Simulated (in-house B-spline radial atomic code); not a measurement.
**Co4+: [Ar] 3d(4 up, 1 down)**

Level of theory: non-relativistic SCAN, spin-polarised, spherical fractional occupations, point nucleus; calculated with a B-spline radial code for spherical atoms.

Screening seen three ways: the hydrogenic charge with the same mean radius, Z_r = [3n² - l(l+1)]/(2<r>), the one with the same energy, Z_e = n√(-2ε), and Slater's rules. Values are occupation-weighted means over spin.

```tsv
shell	electrons	ε (eV)	<r> (bohr)	Z_r	Z_e	Slater
1s	2	-7603.5	0.05693	26.35	23.64	26.70
2s	2	-956.07	0.2581	23.24	16.77	22.85
2p	6	-836.66	0.2261	22.12	15.68	22.85
3s	2	-163.36	0.7683	17.57	10.40	15.75
3p	6	-126.54	0.7951	15.72	9.15	15.75
3d	5	-67.338	0.8695	12.08	6.67	7.60
```

The least bound orbital is 3d down at -63.26 eV, and it is also the most diffuse (<r> = 0.8862 bohr).
